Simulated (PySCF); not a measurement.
# F: excitation energy

F [He] 2s2 2p5 (2P) → F [He] 2s1 2p6 (2S), as a difference of total energies. Computed with PySCF 2.14 in dyall-acv3z, with the spin-free X2C one-electron Hamiltonian (Gaussian nucleus). Correlated levels: valence: 1s2 frozen; valence and next inner shell: nothing frozen; virtual orbitals above 40 to 60 times the deepest correlated orbital energy dropped. The calculations carry no spin-orbit coupling.

```
                                method  excitation energy (cm⁻¹)
                                   UHF                    193150
                                   LDA                    147800
                                   PBE                    153080
                                  PBE0                    163220
                                r2SCAN                    166940
                                revPBE                    154210
                                  BLYP                    151950
                                 M06-L                    167980
                             CAM-B3LYP                    160450
                         MP2 (valence)                    177260
                     SCS-MP2 (valence)                    176360
    MP2 (valence and next inner shell)                    176740
SCS-MP2 (valence and next inner shell)                    176100
```

A first-order spin-orbit estimate (lowest level to lowest level, LS coupling) adds 0.018 eV.

The upper state lies above the first ionisation limit, where it may autoionise and the basis confines it.
